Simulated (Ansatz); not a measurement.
Input (CCSDT(Q)/def2-TZVPP; Ansatz, an electronic-structure program):

Ansatz 0.2 input:
```yaml
crystal:
  periodic: [false, false, false]
  atoms:
    - {symbol: In, position_ang: [0.22968646, 0.11637452, 0.09396297]}
    - {symbol: F, position_ang: [-0.81330662, 0.94863218, -1.36336726]}
    - {symbol: F, position_ang: [-0.43720853, -1.58222678, 0.85179110]}
basis:
  gaussian:
    orbitals: def2-TZVPP
magnetization: {spin_polarized: true, initial_magnetization: 1}
correlation: {method: ccsdt_q, electrons: outside_noble_gas}
```

Output:

```
Functional definition: HF
integrals: 0.38 GiB planned
1602 factors; integrals over basis functions are off by at most 1.5e-7 eV
mean field: 0.58 GiB planned
mean field evaluation 1: about -10560.0274 eV, gradient 3.3e1 eV
mean field evaluation 2: about -10560.0308 eV, gradient 3.3e1 eV
mean field evaluation 4: about -10563.9834 eV, gradient 2.2e0 eV
mean field evaluation 8: about -10564.0872 eV, gradient 1.9e-1 eV
mean field evaluation 16: about -10563.9789 eV, gradient 2.2e0 eV
mean field evaluation 32: about -10558.6588 eV, gradient 1.9e-2 eV
mean field evaluation 64: about -10558.5480 eV, gradient 3.9e0 eV
mean field -10564.08811907 eV, -388.2230777797 hartree, gradient 6.3e-6 eV, S^2 0.756967; 0 other end points of the search recorded, 0 dependent functions left out
11 core orbitals not correlated, not the lowest: weight in the atoms' cores, before any rotation towards them, 0.955 or more for the frozen orbitals, at most 0.033 for the correlated occupied ones
reference -10564.08811907 eV, -388.2230777797 hartree; 9, 8 occupied and 92, 93 virtual orbitals, 1602 factors
second order -15.38330774 eV of doubles, -0.00000000 eV of singles
coupled cluster: 10.70 GiB planned
cycle   1  -14.81278787 eV  change    5.7e-1 eV  update   1.2e-1
cycle   2  -15.38264426 eV  change   -5.7e-1 eV  update   8.3e-2
cycle   3  -15.71795611 eV  change   -3.4e-1 eV  update   2.6e-2
cycle   4  -15.78401788 eV  change   -6.6e-2 eV  update   1.4e-2
cycle   5  -15.73167126 eV  change    5.2e-2 eV  update   7.4e-3
cycle   6  -15.71326364 eV  change    1.8e-2 eV  update   3.9e-3
cycle   7  -15.72028182 eV  change   -7.0e-3 eV  update   1.8e-3
cycle   8  -15.72643490 eV  change   -6.2e-3 eV  update   9.5e-4
cycle   9  -15.72577023 eV  change    6.6e-4 eV  update   4.9e-4
cycle  10  -15.72556373 eV  change    2.1e-4 eV  update   2.5e-4
cycle  11  -15.72487160 eV  change    6.9e-4 eV  update   1.4e-4
cycle  12  -15.72468224 eV  change    1.9e-4 eV  update   9.1e-5
cycle  13  -15.72474197 eV  change   -6.0e-5 eV  update   3.7e-5
cycle  14  -15.72470649 eV  change    3.5e-5 eV  update   2.5e-5
cycle  15  -15.72472355 eV  change   -1.7e-5 eV  update   1.2e-5
cycle  16  -15.72473695 eV  change   -1.3e-5 eV  update   5.4e-6
cycle  17  -15.72473924 eV  change   -2.3e-6 eV  update   3.4e-6
cycle  18  -15.72473751 eV  change    1.7e-6 eV  update   1.6e-6
cycle  19  -15.72473574 eV  change    1.8e-6 eV  update   8.4e-7
cycle  20  -15.72473540 eV  change    3.4e-7 eV  update   5.3e-7
perturbative correction -0.02623919 eV, -0.0009642725 hartree
Total energy: -10579.83909366 eV, -388.8019154196 hartree
```
